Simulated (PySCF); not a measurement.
Zn(Me)2 (C₂H₆Zn), SMILES [CH3][Zn][CH3]. Atoms are numbered in the order given.

```xyz
9

Zn     0.0000     0.0000     0.0000
C      0.0000     0.0000    -1.9565
H     -0.8963    -0.5025    -2.3574
H      0.8833    -0.5250    -2.3574
H      0.0130     1.0275    -2.3574
C      0.0000     0.0000     1.9565
H     -0.8963     0.5025     2.3574
H      0.8833     0.5250     2.3574
H      0.0130    -1.0275     2.3574
```

Geometry optimised at B3LYP-D3(BJ)/def2-SVP. The isomer is the one that the SMILES or the coordinates give; other isomers of the formula were not compared.

Two levels are set side by side: PBE/pcSseg-1 (PySCF) and PBE0/pcSseg-1 (PySCF). GIAO shifts against TMS (¹H), TMS (¹³C) at the same level; non-relativistic, no solvent, atoms listed together averaged. Differences are taken from unrounded values.

| quantity | PBE0 | PBE | PBE minus PBE0 |
|---|---|---|---|
| δ(¹³C) of C2, C6 (ppm) | -11.8 | -9.9 | 1.9 |
| δ(¹H) of H3, H4, H5, H7, H8, H9 (ppm) | -0.15 | -0.07 | 0.09 |

Rough cost on one machine, each run with all the roots and properties that it gave: PBE0 against PBE within a factor of 2.
